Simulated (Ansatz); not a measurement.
Consider the formal exchange of groups at a Ge–B bond: `[SiH3][GeH]([Cl])[BH]Cl` + `CCCl` → `C[CH2][GeH]([SiH3])[Cl]` + `ClBCl`.

Calculated with Ansatz (gas phase, PBE0-D4/def2-TZVP geometries, no zero-point term in ΔE). CCSD(T)/CBS adds triple-zeta CCSD(T) − MP2 to the extrapolated MP2 energy (def2 sets, frozen cores). This one scheme is used for every species. Functionals use def2-TZVPP. B3LYP here is the variant with VWN-RPA as its local correlation; programs differ in this. For Ge outer-core shells are correlated without core-valence functions, which leaves a few kJ/mol of doubt a bond. Scalar relativity is left out up to krypton. Each species was taken in one conformer, which may not be the lowest.

| level | ΔE (kJ/mol) | difference from CCSD(T)/CBS |
| --- | --- | --- |
| PBE-D4 | -135.0 | 5.2 |
| ωB97X-V | -139.2 | 1.0 |
| B2PLYP | -141.0 | -0.8 |
| r2SCAN | -140.5 | -0.3 |
| PBE0 | -136.1 | 4.1 |
| B3LYP | -134.5 | 5.7 |
| MP2/def2-TZVPP | -153.1 | -12.9 |
| CCSD(T)/def2-TZVPP | -144.1 | -3.9 |
| HF/def2-QZVPP | -137.1 | 3.1 |
| MP2/def2-QZVPP | -150.7 | -10.5 |
| CCSD(T)/CBS | -140.2 | 0 |

Largest T1 diagnostic among the species: 0.012.

The D4 term adds −3.2 kJ/mol with B3LYP and −1.9 kJ/mol with PBE0; it sums over pairs of atoms, weighted by their polarisabilities, and B3LYP, whose exchange is more repulsive, gets the larger term. From PBE to PBE0 (25 % exact exchange), in def2-TZVPP and without D4, ΔE moves by −3.3 kJ/mol.
